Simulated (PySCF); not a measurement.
**B²⁺ (boron, charge +2): UHF calculation**

Configuration: [He] 2p1, 2P determinant (an excited configuration). Calculation: PySCF 2.14, in aug-cc-pVQZ with one added diffuse shell each of s, p, d, f, g type (7s6p5d4f3g, 105 functions); no relativity, point nucleus.

| Property | Result |
| --- | --- |
| Total energy | -23.153567 hartree |
| One-electron energy | -27.5952 hartree |
| Hartree (Coulomb) energy | 7.6720 hartree |
| Exchange energy | -3.2304 hartree |
| Kinetic energy | 23.15255 hartree |
| ⟨S²⟩ | 0.7500 |
| ⟨L²⟩ | 2.000 |
| Sum of ⟨r⟩ | 2.238 bohr |
| Sum of ⟨r²⟩ | 3.332 bohr² |
| Traceless quadrupole moment −½Σ⟨3z² − r²⟩ along its main axis | -1.22 e·bohr² |
| Density at the nucleus (Gaussians lack the cusp) | 67.9 bohr⁻³ |
| Spin density at the nucleus | -0.254 bohr⁻³ |
| Langevin diamagnetic susceptibility | -2.64 ×10⁻⁶ cm³/mol |

| shell | electrons | mean orbital energy (eV) | rms radius, mean of both spins (bohr) |
| --- | --- | --- | --- |
| 1s α | 1 | -239.02 | 0.379 |
| 1s β | 1 | -238.38 | 0.379 |
| 2p α | 1 | -31.781 | 1.75 |

Spin-orbit constants ζ (cm⁻¹) from the X2C one-electron operator on these orbitals (non-relativistic here): bare nucleus, nucleus screened by l(l+1)(2l+1)/3 electrons, and screened by the Breit-Pauli mean field of the electrons.

```csv
shell,bare,screened nucleus,mean field
2p,43.85,26.31,20.63
```

To first order the Landé constant is A = 20.63 cm⁻¹, so the lowest level has J = 1/2 and lies 0.00256 eV below the centre of the term.
